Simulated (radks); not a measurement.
Values are calculated unless marked as measured or tabulated.
Radial electron density D(r) = 4 pi r^2 rho(r) of an atom or ion with 57 electrons. Level of theory: scalar-relativistic Kohn-Sham, PBEsol, spin-polarised, spherical densities, finite nucleus; Fermi nuclear charge, rms radius of each element as measured or else 0.836 A^(1/3) + 0.57 fm (a radial shooting solver on a logarithmic mesh with Libxc functionals).

r (bohr),D(r) (e/bohr),spin D(r)
0.001722,7.722,-0.0000324
0.002297,12.09,-0.0000505
0.003064,18.50,-0.0000770
0.004054,27.17,-0.000113
0.005407,38.75,-0.000160
0.007211,52.40,-0.000218
0.009618,66.06,-0.000284
0.01283,76.24,-0.000361
0.01711,79.27,-0.000474
0.02282,74.90,-0.000682
0.03044,69.89,-0.000977
0.04059,75.26,-0.000877
0.05414,92.82,0.00150
0.07221,104.7,0.0102
0.09555,94.00,0.0291
0.1274,77.93,0.0627
0.17,85.15,0.128
0.2267,88.29,0.307
0.3024,56.11,0.763
0.4033,34.19,1.55
0.5379,40.13,2.24
0.7174,31.70,2.21
0.9568,15.42,1.64
1.276,10.01,1.16
1.689,6.827,0.888
2.252,2.615,0.572
3.004,0.5249,0.225
4.006,0.06135,0.0455
5.343,0.003864,0.00364

What is the nuclear charge?

Answer. Z = 60. The innermost maximum, from 1s, lies near gamma/Z bohr with gamma = sqrt(1 - (Z/c)^2) = 0.899, here 0.015 bohr (found: 0.0164), and its height grows with Z. The density is that of the neodymium ion Nd3+ in [Xe] 4f2 5d1; the configuration itself is not fixed sharply by these data, and Z only to a few units. D(r) has 4 maxima, at r = 0.0164, 0.0728, 0.204, 0.564 bohr, and minima at 0.0317, 0.135, 0.410 bohr, inside which lie 1.96, 11.17, 29.02 electrons.
